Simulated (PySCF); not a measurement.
Cartesian coordinates in Å; atom numbers follow the order of the lines, from 1:
```xyz
14

C     1.5081    0.6034   -0.3396
C     0.6143   -0.5152    0.1778
C    -0.4264    0.0062    1.2153
O    -1.6974   -0.3589    0.7381
S    -1.5731   -0.3628   -0.8625
O    -2.5560   -1.1923   -1.4394
O    -1.4309    0.9758   -1.3170
O    -0.1474   -1.0852   -0.8715
H     2.2067    0.2055   -1.0708
H     0.8909    1.3591   -0.8198
H     2.0644    1.0461    0.4827
H     1.2122   -1.3327    0.5952
H    -0.3662    1.0968    1.2896
H    -0.2999   -0.4464    2.1998
```

Geometry: GFN2-xTB; GIAO absolute shieldings from PySCF, gas phase, non-relativistic, averaged over equivalent atoms.

At BLYP/ANO-RCC-VDZP (146 basis functions, 75 s wall time on 1 thread of an Intel Xeon 6975P-C, shared host):
```tsv
atoms	σ (ppm)
C2	107.4
C3	111.4
C1	160.3
O7	101.2
O6	130.8
O8	131.8
O4	141.0
S5	245.0
H12	27.07
H14	27.26
H13	27.88
H9/H10/H11	30.32
```

Task: What do these become at BLYP/pcSseg-1?

Result: 
| atoms | σ at BLYP/pcSseg-1 | change |
| --- | --- | --- |
| C2 | 101.4 | -6.0 |
| C3 | 104.9 | -6.5 |
| C1 | 153.5 | -6.8 |
| O7 | 89.2 | -12.0 |
| O6 | 107.4 | -23.4 |
| O8 | 130.0 | -1.8 |
| O4 | 137.8 | -3.2 |
| S5 | 150.3 | -94.7 |
| H12 | 27.08 | +0.01 |
| H14 | 27.21 | -0.05 |
| H13 | 27.86 | -0.02 |
| H9/H10/H11 | 30.21 | -0.11 |

The largest change is at S5 (sulfonyl sulfur). Cost: 173 basis functions, 23 s wall time on 1 thread of an Intel Xeon 6975P-C, shared host. The order of the carbon signals is the same at both levels.
